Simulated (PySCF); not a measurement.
## TDDFT excited states: C5H7F3Si

Compound: C5H7F3Si.
SMILES: `FC(F)C1=CC[Si@H](F)C1`

The calculation used TDDFT CAM-B3LYP/def2-SVPD, vertical, gas phase, core orbitals frozen in the response in PySCF 2.14.0, density-fitted response routines. One conformer (not necessarily the lowest) at the PBE0-D3(BJ)/def2-SVP geometry, without solvent, vibrations or thermal averaging.

| state | E (eV) | ν̃ (cm⁻¹) | f | main configurations (H = HOMO, L = LUMO) |
| --- | --- | --- | --- | --- |
| S1 | 6.94 | 55990 | 0.269 | H→L (94%) |
| S2 | 7.22 | 58220 | 0.028 | H→L+2 (68%), H→L+1 (27%) |
| S3 | 7.32 | 59030 | 0.0028 | H-1→L (89%) |
| S4 | 7.47 | 60240 | 0.0040 | H→L+1 (62%), H→L+2 (24%) |
| S5 | 7.87 | 63480 | 0.0034 | H-2→L (78%) |
| S6 | 7.90 | 63750 | 0.0054 | H-1→L+2 (81%) |

The lowest singlet comes at 179 nm (670 kJ/mol) in the vacuum ultraviolet; it is strong; its leading configuration is HOMO→LUMO (94%). The lowest level is also the most intense of those listed (f = 0.269). Löwdin shares by element: HOMO carbon 80% or more (atoms not listed hold the other 20%); LUMO carbon 68% or more (atoms not listed hold the other 31%). The listed states span 0.96 eV, and the widest gap between neighbours is 0.40 eV (S4 to S5). The oscillator strengths of these states sum to 0.313; summed over the whole spectrum of an exact calculation they would give the number of electrons, 78 (Thomas–Reiche–Kuhn). Weighted by f, the mean energy of these states is 7.00 eV. Only the lowest 6 singlets were computed, as vertical energies without vibronic structure.
